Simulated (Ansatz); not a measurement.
A nudged elastic band was laid between two geometries of C2H7NTe (11 atoms, charge 0, multiplicity 1).

Computed with RKS PBE/def2-SVP (Ansatz 0.2.0).

```json
{
 "movable images": "1",
 "climbing image": "no",
 "spring": "5.0 eV/Å²",
 "optimiser": "quadratic models (default)",
 "start path": "through a guess of the saddle point",
 "force threshold": "0.03 eV/Å",
 "iteration limit": "60",
 "end points": "relaxed"
}
```

Initial state:

```xyz
11
Properties=species:S:1:pos:R:3
C -0.974 1.005 0.010
C -0.038 -0.159 0.298
N 1.312 0.248 0.422
Te -0.466 -1.741 -1.354
H -0.728 1.495 -0.955
H -0.869 1.768 0.811
H -2.031 0.677 -0.031
H -0.350 -0.715 1.202
H 1.666 0.703 -0.428
H 1.946 -0.520 0.663
H 0.599 -2.818 -0.618
```

Final state:

```xyz
11
Properties=species:S:1:pos:R:3
C -1.090 0.835 -0.058
C -0.255 -0.402 0.187
N 1.135 0.092 0.537
Te -0.048 -1.648 -1.569
H -0.683 1.583 -0.804
H -1.235 1.407 0.891
H -2.103 0.553 -0.404
H 1.120 0.516 1.483
H 1.603 0.826 -0.090
H 1.785 -0.710 0.566
H -0.164 -3.109 -0.720
```

What changes between the two ends?

Bonds broken: C2–H8. Bonds formed: N3–H8.

What energy profile does the band end with?

The forces met the threshold. The highest image is number 2 of 0 to 2, 59.3 kcal/mol above the first end and 0.0 kcal/mol above the last; the last end lies 59.3 kcal/mol above the first. The highest image is an end point: on this band no image between the ends rises above it. So few images can step over the top or miss a turn of the path. The orbitals stay closed-shell, which can raise the energy where a bond breaks towards radicals; this wasn't checked here.

| image | path coordinate (Å) | energy (kcal/mol) | C2–H8 (Å) | N3–H8 (Å) |
| --- | --- | --- | --- | --- |
| 0 | 0.00 | 0.0 | 1.11 | 2.07 |
| 1 | 1.37 | 34.0 | 1.13 | 1.66 |
| 2 | 2.75 | 59.3 | 2.10 | 1.04 |

Run time: 23 s on 2 threads of Arm Neoverse V2 (shared host), peak memory 0.14 GiB.
